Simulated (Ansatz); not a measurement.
System: sum formula H7Si3NOClF, net charge 0, singlet state. SMILES: F[Si](Cl)(N[SiH3])O[SiH3]
Geometry from a B3LYP-D3(BJ)/def2-TZVP (Ansatz, an electronic-structure program) optimisation:
```xyz
14

F      0.0093     1.3581     1.2803
Si     0.0157     0.1710     0.2221
Cl     0.0844     1.1138    -1.6017
N     -1.3581    -0.7968     0.4035
Si    -3.0316    -0.3271     0.3315
O      1.3328    -0.7337     0.4216
Si     2.9313    -0.8843     0.0369
H     -1.1598    -1.7819     0.5143
H     -3.7387    -0.7129     1.5742
H     -3.7204    -0.9734    -0.8097
H     -3.0517     1.1403     0.1681
H      3.6290     0.3981     0.2678
H      3.4923    -1.9355     0.9092
H      3.0609    -1.2797    -1.3814
```

Quantity: vertical ionisation energy (to the doublet state of charge +1; each state is the SCF solution reached for its spin), in eV. Correlated levels leave the core frozen unless marked. UHF or UKS for open shells. No spin-orbit coupling. Non-relativistic. CBS(X,Y): correlation extrapolated as X^-3; Hartree-Fock from the larger set. [CCSD(T)-MP2]/basis is that difference in the basis named.

Level to compare with: RI-MP2/CBS(aug-cc-pV(T+d)Z,aug-cc-pV(Q+d)Z)+[CCSD(T)-MP2]/aug-cc-pV(T+d)Z (Ansatz), 10.53 eV. It is a level with limits of its own, and the differences hold the functionals' basis error too.

Rank these functionals by how close they come to RI-MP2/CBS(aug-cc-pV(T+d)Z,aug-cc-pV(Q+d)Z)+[CCSD(T)-MP2]/aug-cc-pV(T+d)Z, closest first: SVWN5/def2-TZVPD (Ansatz); PBE/def2-TZVPD (Ansatz); PBE0/def2-TZVPD (Ansatz).

PBE0/def2-TZVPD (global hybrid, 10.02 eV, difference -0.51), SVWN5/def2-TZVPD (LDA, 9.62 eV, difference -0.91), PBE/def2-TZVPD (GGA, 9.50 eV, difference -1.03)
